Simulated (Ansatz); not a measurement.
Cost and result for the atomization energy of `[NH2][Ga]1[CH2]C[SiH2]1` (13 atoms, 13 bonds).

Z-matrix (Å, degrees):
```
C
Ga 1 2.010
C 1 1.549 2 96.7
H 1 1.092 2 120.0 3 -122.8
H 1 1.095 2 107.8 3 114.2
N 2 1.810 1 134.7 3 155.2
Si 2 2.396 1 76.5 3 -18.9
H 3 1.094 1 113.6 2 149.8
H 3 1.095 1 110.0 2 -90.5
H 6 1.006 2 123.8 1 -177.2
H 6 1.006 2 124.1 1 4.7
H 7 1.493 2 129.6 1 127.8
H 7 1.494 2 113.4 1 -91.7
```

The species carries charge 0 and has multiplicity 1. Correlated methods include outer-core shells of Ga, which these sets cover unevenly. Scalar relativity is left out up to krypton. Geometry: relaxed with PBE0-D4/def2-TZVP. It is one conformer, not always the lowest. Program: Ansatz. All runs use 2 threads of an AMD EPYC 7R13 on a shared host and a share of an NVIDIA H100 80 GB. Times are those of one run each, without the atoms' runs, and a repeat can differ threefold. Electronic energies, without spin–orbit coupling; frozen cores. CCSD(T)/CBS adds CCSD(T) − MP2 in def2-TZVPP to the MP2 limit, and its time is that of the two runs behind it. T1 = 0.013. With those shells the extrapolation isn't a true limit. B3LYP takes the VWN-RPA correlation (the form of Gaussian; ORCA's B3LYP/G).

CCSD(T)/CBS is a level of theory with its own doubt, some kJ/mol a heavy atom from the limit and from the frozen cores, so smaller differences don't rank the functionals.

```
                             level  functions  wall time
                PBE0-D4/def2-TZVPP        295      1.5 s
 B3LYP-D4/def2-TZVPP (with forces)        295      1.6 s
   PBE-D4/def2-TZVPP (with forces)        295      1.7 s
r2SCAN-D4/def2-TZVPP (with forces)        295      1.9 s
                 B2PLYP/def2-TZVPP        295      1.9 s
                ωB97X-V/def2-TZVPP        295        2 s
  ωB97M-V/def2-TZVPP (with forces)        295      2.6 s
                CCSD(T)/def2-TZVPP        295      3.7 s
                    MP2/def2-QZVPP        570      4.9 s
                 CCSD(T)/CBS(def2)          –      8.7 s
```

Task: What atomization energy does each give, and how far from CCSD(T)/CBS? (Best estimate.)

Result: The calculation gave: 
```json
{"level": "PBE0-D4/def2-TZVPP", "atomization (kJ/mol)": "4457.0", "difference from CCSD(T)/CBS": "-3.2", "per bond": "-0.2"}
{"level": "B3LYP-D4/def2-TZVPP (with forces)", "atomization (kJ/mol)": "4437.1", "difference from CCSD(T)/CBS": "-23.1", "per bond": "-1.8"}
{"level": "PBE-D4/def2-TZVPP (with forces)", "atomization (kJ/mol)": "4514.0", "difference from CCSD(T)/CBS": "53.8", "per bond": "4.1"}
{"level": "r2SCAN-D4/def2-TZVPP (with forces)", "atomization (kJ/mol)": "4455.5", "difference from CCSD(T)/CBS": "-4.7", "per bond": "-0.4"}
{"level": "B2PLYP/def2-TZVPP", "atomization (kJ/mol)": "4392.0", "difference from CCSD(T)/CBS": "-68.2", "per bond": "-5.2"}
{"level": "ωB97X-V/def2-TZVPP", "atomization (kJ/mol)": "4473.8", "difference from CCSD(T)/CBS": "13.6", "per bond": "1.0"}
{"level": "ωB97M-V/def2-TZVPP (with forces)", "atomization (kJ/mol)": "4454.2", "difference from CCSD(T)/CBS": "-6.0", "per bond": "-0.5"}
{"level": "CCSD(T)/def2-TZVPP", "atomization (kJ/mol)": "4348.4", "difference from CCSD(T)/CBS": "-111.8", "per bond": "-8.6"}
{"level": "MP2/def2-QZVPP", "atomization (kJ/mol)": "4455.3", "difference from CCSD(T)/CBS": "-4.9", "per bond": "-0.4"}
{"level": "CCSD(T)/CBS(def2)", "atomization (kJ/mol)": "4460.2", "difference from CCSD(T)/CBS": "0.0", "per bond": "0.0"}
```

The D4 term adds +48.6 kJ/mol with B3LYP and +25.5 kJ/mol with PBE0; it sums over pairs of atoms, weighted by their polarisabilities, and B3LYP, whose exchange is more repulsive, gets the larger term. From PBE to PBE0 (25 % exact exchange), in def2-TZVPP and without D4, the atomization energy moves by −52.5 kJ/mol: exact exchange takes away binding that semilocal exchange gives to molecules. In def2-TZVPP, CCSD(T) changes the Hartree–Fock value by +1151.5 kJ/mol (the triples alone add +65.3 kJ/mol) and MP2 by +1192.8 kJ/mol; breaking electron pairs costs correlation energy, which Hartree–Fock lacks.
